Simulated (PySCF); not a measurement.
Computed IR spectrum (relative IR intensity) of a molecule C3H8OSi2. Coordinates come from a B3LYP-D3(BJ)/def2-SVP optimisation. The values are those of a single conformer. Method: B3LYP-D3(BJ)/def2-SVP (PySCF 2.14.0). Frequencies are harmonic and unscaled.

Lines under 2 % of the strongest are left out, and lines within 2 cm⁻¹ are merged.

ν (cm⁻¹): 404 (w), 461 (vw), 516 (vw), 627 (m), 652 (w), 681 (w), 750 (m), 754 (m), 765 (w), 821 (w), 886 (w), 903 (w), 927 (vs), 947 (m), 960 (m), 997 (s), 1035 (m), 1206 (m), 1288 (m), 1341 (w), 1621 (s), 2196 (s), 2206 (m), 2219 (s), 2231 (m), 2237 (m), 3177 (vw) (against the strongest line: vs over 80 %, s over 45 %, m over 15 %, w over 4 %, vw less)

Task: Which molecule gave these data?
A) [SiH3][C@H]1OC=C[SiH2]1
B) OC[SiH2]C#C[SiH3]
C) C1=C[SiH2]C[SiH2]O1
D) O[SiH2]C1=CC[SiH2]1

Result: A, [SiH3][C@H]1OC=C[SiH2]1
